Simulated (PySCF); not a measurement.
Two-dimensional NMR puzzle

Compound of formula C₇H₄F₄. Correlations simulated from computed shifts and couplings:

HSQC (one-bond C–H):
```csv
δH,δC,"$^{1}J$(C,H) (Hz)"
7.87,135.3,172
7.23,121.6,173
```

COSY cross peaks (|J| ≥ 2 Hz):
```csv
δH,δH,abs. J (Hz),bonds
7.87,7.23,9.8,3
```

HMBC (two and three bonds, |J| ≥ 2.5 Hz):
```csv
δH,δC [abs. J in Hz]
7.87,"174.3 [11.1], 135.3 [7.7], 132.7 [4.6]"
7.23,"174.3 [4.4], 135.0 [8.2], 121.6 [4.5]"
```

Carbons without hydrogens: δ 174.3, 135.0, 132.7.

[PySCF: J: B3LYP/pcJ-1 (spin–dipole term only in couplings to heteroatoms); geometry from PBE0-D3(BJ)/def2-SVP; B97-2/pcSseg-2 with gauge-including orbitals; a single conformation; gas phase; equivalent nuclei averaged; non-relativistic Hamiltonian]

Chemical shifts δ = σref − σ; $^{1}$H (31.36 ppm), $^{13}$C (183.46 ppm) against TMS, all at this level.

Exchangeable hydrogens are left out of these lists, and C,H couplings along chains are those of one rotamer, so weak HMBC peaks may be missing or extra.

Q: Work out the connectivity.

A: `Fc1ccc(C(F)(F)F)cc1`.

Numbering as in the mapped SMILES `[F:1][c:2]1[cH:3][cH:4][c:5]([C:6]([F:7])([F:8])[F:9])[cH:10][cH:11]1`. Hydrogens are named by the atom that carries them.

1. δC 174.3 is C2, an aromatic carbon bearing fluorine.
2. δC 135.3 is C4/C10, an aromatic CH (δH 7.87).
3. δC 135.0 is C5, a substituted aromatic carbon.
4. δC 132.7 is C6, a CF3 carbon.
5. δC 121.6 is C3/C11, an aromatic CH (δH 7.23).
6. HMBC from δH 7.87 reaches the proton-free carbons C2, C6.
7. HMBC from δH 7.23 reaches the proton-free carbons C2, C5.
8. COSY links 7.87–7.23.

The data come from this structure; uniqueness wasn't tested.

Common functionals overestimate the size of one-bond C–F couplings by tens of Hz; these are unscaled. Unscaled 3J(H,H) at this level run about 10 % above measured values. Shifts are as computed. Against solution values, carbons near 30 ppm lie about +4 ppm off and those near 130 ppm about +7 ppm (rms about the fit 2.1 ppm; single classes can miss by 10 ppm). Of 1328 compounds with measured shifts, 309 miss one by over three times the rms of a fit or turn the order of signals round; such compounds aren't used in these exercises. Signals without a measured value on file couldn't be tested in this way.
